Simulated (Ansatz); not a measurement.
One change: `[OH][Sn]([Cl])([Cl])[Br]` becomes `[Cl][SnH]([Cl])[Br]`.

Ansatz, PBE0-D4/def2-TZVP geometries, multiplicity 1. Each molecule was computed in one conformer, which needn't be the lowest.

Elements past krypton have def2 core potentials. Scalar relativity is left out up to krypton.

| property | `[OH][Sn]([Cl])([Cl])[Br]` |
| --- | --- |
| HOMO energy (PBE/def2-TZVPP) / eV | -7.77 |
| size of the dipole moment (B3LYP/def2-TZVPP) / D | 1.53 |
| HOMO–LUMO gap (PBE0/def2-TZVPP) / eV | 6.26 |
| HOMO–LUMO gap (PBE/def2-TZVPP) / eV | 4.00 |
| HOMO energy (PBE0/def2-TZVPP) / eV | -9.15 |
| size of the dipole moment (ωB97M-V/def2-TZVPP) / D | 1.51 |

Problem. What does the change do to each property? (Estimate.)

Solution. Computed: 
| property | `[Cl][SnH]([Cl])[Br]` | shift |
| --- | --- | --- |
| HOMO energy (PBE/def2-TZVPP) / eV | -7.65 | 0.12 |
| size of the dipole moment (B3LYP/def2-TZVPP) / D | 1.88 | 0.35 |
| HOMO–LUMO gap (PBE0/def2-TZVPP) / eV | 6.59 | 0.33 |
| HOMO–LUMO gap (PBE/def2-TZVPP) / eV | 4.37 | 0.37 |
| HOMO energy (PBE0/def2-TZVPP) / eV | -8.98 | 0.17 |
| size of the dipole moment (ωB97M-V/def2-TZVPP) / D | 1.92 | 0.41 |

With PBE0 the HOMO rises by 0.17 eV and the LUMO rises by 0.50 eV, so the gap widens by about 0.33 eV. PBE moves the HOMO by 0.12 eV and ωB97M-V by 0.20 eV. Dipoles are sizes alone; their direction can turn.

B3LYP here is the variant with VWN-RPA as its local correlation; programs differ in this.

Spin–orbit coupling is left out; it splits and shifts lone-pair levels of the heavy atoms by tenths of an eV.
